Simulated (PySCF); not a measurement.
Cd(H)(SMe) (CH₄CdS), SMILES C[S][CdH]. Geometry optimised at B3LYP-D3(BJ)/def2-TZVP. The def2 effective core potentials stand for the cores of Cd; spin–orbit coupling is left out.

All values below come from PySCF 2.14.0 with B3LYP-D3(BJ)/def2-TZVP.

Harmonic wavenumbers (cm⁻¹): 113, 140, 336, 421, 434, 686, 961, 976, 1353, 1483, 1487, 1811, 3049, 3125, 3128. Rotational constants (GHz): 16.01, 2.135, 1.906; symmetry number 1.

Problem. Work out the zero-point energy and the ideal-gas rigid-rotor harmonic-oscillator thermochemistry at 298.15 K and 1 atm.

Solution. ZPE = ½ Σ hcν = ½ × 19504 cm⁻¹ = 27.88 kcal/mol. H − E(el) = 31.84 kcal/mol. Entropy in cal/(mol K): translation 41.13, rotation 26.00, vibration 9.56, total 76.70. G − E(el) = 8.98 kcal/mol. Cp = 18.21 cal/(mol K). Modes under 150 cm⁻¹ make the vibrational entropy uncertain.
